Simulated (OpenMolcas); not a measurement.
Cu3+: moving or changing the point charges

Cu3+ among 5 point charges of -2 e arranged as a trigonal bipyramid (D3h), 1.95 Å from the ion, with the axial distance 1.696 Å.

| Item | Value |
| --- | --- |
| Program | OpenMolcas |
| Method | CASSCF |
| Basis | ANO-RCC-VDZP [5s4p2d1f] |
| Scalar Hamiltonian | DKH2, point nucleus |
| Active space | 8 electrons in 5 orbitals (3d) |
| State averaging | 2S+1 = 3 even, 10 roots; 2S+1 = 1 even, 15 roots |
| Spin-orbit coupling | state interaction with AMFI integrals over the reference wave functions |

Runs around this geometry, states (labels of D3, the rotations of D3h). Energies in cm-1 above the lowest state or level, χT in cm3 K/mol.

| R (Å) | q (e) | Axial / equatorial distance | Ground state | First state of that spin | First gap with spin-orbit (degeneracies) | χT at 300 K | First state of another spin |
| --- | --- | --- | --- | --- | --- | --- | --- |
| 1.95 | -1 | 0.87 | 3E | 3E 737.8 | 99.1 (2, 2) | 3.279 | 1E 18505 |
| 1.85 | -2 | 0.87 | 3E | 3E 810.9 | 97.4 (2, 2) | 3.039 | 1A1 16235 |
| 1.95 | -2 | 0.87 | 3E | 3E 693.9 | 51.2 (2, 2) | 3.123 | 1A1 17196 |
| 2.04 | -2 | 0.87 | 3E | 3E 586.4 | 9.3 (2, 2) | 3.205 | 1A1 17807 |
| 1.95 | -2 | 0.94 | 3E | 3E 1247 | 256.2 (2, 2) | 3.009 | 1A1 18598 |

Taking the first state of the same spin as R^-n, n = -ln(586.4 / 810.9) / ln(2.04 / 1.85) = 3.3 between the shortest and longest distance.

Scaling the charges by -1 / -2 = 0.50 scales the first state of the same spin by 737.8 / 693.9 = 1.06; with fixed orbitals a first-order splitting would follow the charge.

An orbital doublet at a regular site is open to a Jahn-Teller distortion, which this geometry leaves out. Without dynamic correlation the repulsion within the d shell is too large (B by tens of per cent), so at a given field states of lower spin stand too high. Point charges give a weaker field than real ligands, and real ions of this kind are often low spin; the high spin found here belongs to the model. The ground term spreads over less than 5000 cm-1, several times less than with real ligands, so orbital moments are less quenched and χT lies further from the spin-only value than at real sites (holds for R = 1.95, q = -1, ratio = 0.87; R = 2.04, q = -2, ratio = 0.87; R = 1.95, q = -2, ratio = 0.94). This is an electrostatic model: the charges have no orbitals. An unlabelled pair can be two single states that coincide in this model. No measured value stands beside these numbers.
